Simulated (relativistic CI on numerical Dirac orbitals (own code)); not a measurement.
# Ge I: calculation against measurement

Method of calculation: Dirac-Coulomb-Breit CI, separate exchange-only KLI orbitals for each configuration, model QED (radiative potential, 1s self-energy scaled to tabulated hydrogen-like ionisation energies), valence Slater integrals scaled by 0.85, P86 correlation estimate, and configurations built on the next ion tied to the tabulated ionisation energy (semi-empirical) (own radial code, finite nucleus).

CI space (outside the closed core [Ar] 3d10): 4s2 4p2, 4s2 4p 5s, 4s 4p3, 4s2 4p 5p, 4s2 4p 4d, 4s2 4p 5d, 4s2 4p 6s, 4s2 4p 4f, 4s2 4p 5f, 4s2 4p 6p, 4s2 4p 6d, 4s2 4p 5g, 4s2 4d2, 4s2 4p 6f, 4p4. Levels of other configurations are missing.

```
Configuration  Term (tabulated)  J  Measured (cm⁻¹)  Computed  Error  Purity (%)
      4s2 4p2                3P  0              0.0         0      0          98
      4s2 4p2                3P  1            557.1       519    -38          99
      4s2 4p2                3P  2           1410.0      1311    -99          98
      4s2 4p2                1D  2           7125.3      8042    916          98
      4s2 4p2                1S  0          16367.3     13702  -2665          94
    4s2 4p 5s               3P°  0          37451.7     37147   -305         100
    4s2 4p 5s               3P°  1          37702.3     37425   -278          89
    4s2 4p 5s               3P°  2          39117.9     38822   -296         100
    4s2 4p 5s               1P°  1          40020.6     39957    -63          86
       4s 4p3               5S°  2          41926.7     37233  -4694         100
    4s2 4p 5p                3D  2          46834.4     46222   -613          80
    4s2 4p 5p                3P  0          47502.6     46758   -744          93
    4s2 4p 5p                3D  3          48104.1     47533   -571         100
    4s2 4p 5p                3P  2          48726.1     48016   -710          79
    4s2 4p 4d               3D°  1          48962.8     48242   -721          78
    4s2 4p 5p                3S  1          49075.9     48308   -768          73
    4s2 4p 4d               3D°  3          49144.4     48524   -620          61
    4s2 4p 5p                1D  2          49649.6     48893   -757          84
    4s2 4p 4d               3F°  3          50323.5     49834   -489          71
    4s2 4p 4d               3F°  4          50786.8     50407   -380          99
    4s2 4p 5p                1S  0          51011.4     50253   -758          87
    4s2 4p 4d               3P°  2          51437.8     50713   -725          84
    4s2 4p 4d               3P°  1          51705.0     50984   -721          87
    4s2 4p 4d               3P°  0          51978.2     51215   -763          94
    4s2 4p 4d               1F°  3          52592.2     52305   -287          86
```

Measured levels from NIST Handbook of Basic Atomic Spectroscopic Data (Sansonetti and Martin, J. Phys. Chem. Ref. Data 34, 1559 (2005)); pairs were made by configuration, J and term (by order where the table uses no LS term), so strongly mixed levels may be paired wrongly.

Mean error by configuration (cm⁻¹): 4s2 4p2 -472; 4s2 4p 5s -236; 4s 4p3 -4694; 4s2 4p 5p -703; 4s2 4p 4d -588. Over the excited levels the mean absolute error is 791 cm⁻¹ (24 of the 31 excited levels that our extract of the source holds in range could be paired, and the others can miss by more), and the median relative error of those above 1,000 cm⁻¹ is 1.4 %.

Transition probabilities of persistent lines. The last column rescales the computed rate by the cube of measured over computed energy:

```csv
λ measured (Å),Lower,Upper,A tabulated (s⁻¹),A computed,A rescaled
1988.27 vacuum,4s2 4p2 3P_2,4s2 4p 4d 3P°_1,4.10e+07,3.93e+07,4.08e+07
1998.89 vacuum,4s2 4p2 3P_2,4s2 4p 4d 3P°_2,1.24e+08,8.36e+07,8.68e+07
2041.71 air,4s2 4p2 3P_0,4s2 4p 4d 3D°_1,1.51e+08,1.16e+08,1.22e+08
2043.77 air,4s2 4p2 3P_2,4s2 4p 4d 3F°_3,8.60e+07,3.76e+07,3.86e+07
2094.26 air,4s2 4p2 3P_2,4s2 4p 4d 3D°_3,1.70e+08,1.39e+08,1.43e+08
2592.53 air,4s2 4p2 3P_1,4s2 4p 5s 3P°_2,6.00e+07,5.80e+07,5.92e+07
2651.17 air,4s2 4p2 3P_2,4s2 4p 5s 3P°_2,1.60e+08,1.66e+08,1.69e+08
2651.57 air,4s2 4p2 3P_0,4s2 4p 5s 3P°_1,6.90e+07,6.80e+07,6.96e+07
2691.34 air,4s2 4p2 3P_1,4s2 4p 5s 3P°_1,4.70e+07,4.84e+07,4.94e+07
2709.62 air,4s2 4p2 3P_1,4s2 4p 5s 3P°_0,2.08e+08,2.16e+08,2.20e+08
2754.59 air,4s2 4p2 3P_2,4s2 4p 5s 3P°_1,7.90e+07,8.72e+07,8.85e+07
3039.07 air,4s2 4p2 1D_2,4s2 4p 5s 1P°_1,2.04e+08,2.20e+08,2.41e+08
3269.49 air,4s2 4p2 1D_2,4s2 4p 5s 3P°_1,1.70e+07,1.86e+07,2.09e+07
```
